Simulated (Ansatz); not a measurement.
Al4F2⁻, relaxed as a doublet with UKS PBE-D4/def2-SVPD in Ansatz, starting from the GFN2-xTB geometry. Force threshold 0.02 eV/Å.

Another isomer (doublet) lies 0.23 eV lower at PBE0-D4/def2-TZVPD; other spin states weren't run for this one.

Start:

```xyz
6

Al   -0.9524   -0.5954   -0.7353
Al   -0.7883    2.0779   -0.7055
Al    1.1314    0.5600    0.3898
Al    0.8368   -2.0979    0.5731
F    -1.5488    3.6663   -0.8728
F     1.3213   -3.6109    1.3507
```

Q: Estimate the energy that the relaxation releases and the steps that it takes.

A: 107.8 kJ/mol, in 25 steps; 89 s on 4 threads of Arm Neoverse N1 on a shared host. The force fell under the threshold at step 20, but the optimiser went on. No frequencies were taken in this run, so the end may be a saddle point.

Q: Does the start keep its bonding and symmetry?

A: Bonds lost: Al1–Al3 (atoms count from 1). Point group Cs at the start, D2h at the end, both within 0.05 Å.

Q: Predict the relaxed structure.

A: 
```xyz
6

Al   -1.5372   -0.8466   -0.7947
Al   -0.5914    1.5029   -0.4572
Al    1.5411    0.8462    0.7876
Al    0.5903   -1.5028    0.4592
F    -1.2049    3.0608   -0.9304
F     1.2020   -3.0605    0.9356
```
Bond lengths (bridged metal pairs left out): 4 × Al–Al 2.56 Å; 2 × Al–F 1.74 Å.
